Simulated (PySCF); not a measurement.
## Diatomic cations of Pb with group 14

CCSD(T) with double-zeta basis sets in PySCF, for the lowest determinant that a PBE0 search found; no spin–orbit coupling. De refers to high-spin ground-configuration atoms (the charge goes to the atom of lower measured ionisation energy or higher electron affinity, which is not always the lowest computed limit).

| M | basis | reference, frozen orbitals | charged atom | state (unpaired electrons) | Re (Å) | ωe (cm⁻¹) | De (eV) |
| --- | --- | --- | --- | --- | --- | --- | --- |
| Si | def2-SVP | UHF, 9 | Pb+ | quartet (σ ↑, π ↑↑) | 2.649 | 276 | n/a |
| Ge | def2-SVP | UHF, 13 | Pb+ | quartet (σ ↑, π ↑↑) | 2.708 | 181 | n/a |
| Sn | def2-SVP | UHF, 8 | Sn+ | quartet (σ ↑, π ↑↑) | 2.893 | 142 | n/a |
| Pb | def2-SVP | UHF, 8 | Pb+ | quartet (σ ↑, π ↑↑) | 2.970 | 115 | 2.21 |

The shortest bond is that of SiPb⁺ (2.649 Å), the longest that of Pb₂⁺ (2.970 Å).

Down a group the atoms grow and get heavier, so bonds lengthen and wavenumbers fall; this series shows no clear exception.

Correlated steps freeze the inner cores (8 to 13 orbitals); shallow outer-core shells are correlated. Correlated levels converge slowly with the basis: in double zeta they bind strong bonds too weakly, by up to about 1 eV, and carry superposition errors of some tenths. These are scalar-relativistic numbers at best; spin–orbit coupling would shift them, the dissociation energy most. States were picked by a PBE0 search and need not be the measured ground states.
